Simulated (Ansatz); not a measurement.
C4H6BCl (`CC1=CB(Cl)C1`). The species carries charge 0 and has multiplicity 1. The structure was optimised at the PBE0-D4/def2-TZVP level.

```xyz
12

C     1.252    0.949   -0.727
C     0.149    0.092   -0.241
C    -0.707   -0.745   -0.877
B    -1.327   -1.061    0.477
Cl   -2.608   -2.097    1.050
C    -0.317   -0.062    1.203
H     1.389    0.877   -1.807
H     2.187    0.674   -0.227
H     1.059    1.993   -0.459
H    -0.777   -0.982   -1.931
H    -0.727    0.847    1.653
H     0.427   -0.484    1.885
```

Task: What is the dipole moment at PBE/def2-TZVPP? (Estimate.)

Result: The calculation gave: 2.61 D, with components (1.95, 1.56, -0.78) D in this frame, pointing from negative to positive charge.

Task: And with r2SCAN, B3LYP, ωB97M-V? (An estimate is asked.)

Result: Ansatz gave: r2SCAN 2.72 D, B3LYP 2.63 D, ωB97M-V 2.61 D.

Task: Give the Mulliken charges with PBE, r2SCAN, B3LYP in def2-TZVPP. (Best estimate.)

Result: Computed: 
```json
{"atom": "C1", "PBE": "-0.23", "r2SCAN": "-0.15", "B3LYP": "-0.23"}
{"atom": "C2", "PBE": "0.04", "r2SCAN": "0.07", "B3LYP": "0.07"}
{"atom": "C3", "PBE": "-0.17", "r2SCAN": "-0.20", "B3LYP": "-0.21"}
{"atom": "B4", "PBE": "0.18", "r2SCAN": "0.26", "B3LYP": "0.23"}
{"atom": "Cl5", "PBE": "-0.13", "r2SCAN": "-0.14", "B3LYP": "-0.15"}
{"atom": "C6", "PBE": "-0.22", "r2SCAN": "-0.20", "B3LYP": "-0.26"}
{"atom": "H7", "PBE": "0.09", "r2SCAN": "0.05", "B3LYP": "0.09"}
{"atom": "H8", "PBE": "0.10", "r2SCAN": "0.06", "B3LYP": "0.10"}
{"atom": "H9", "PBE": "0.10", "r2SCAN": "0.06", "B3LYP": "0.10"}
{"atom": "H10", "PBE": "0.09", "r2SCAN": "0.07", "B3LYP": "0.11"}
{"atom": "H11", "PBE": "0.08", "r2SCAN": "0.06", "B3LYP": "0.08"}
{"atom": "H12", "PBE": "0.07", "r2SCAN": "0.06", "B3LYP": "0.08"}
```

B3LYP here is the variant with VWN-RPA as its local correlation; programs differ in this.
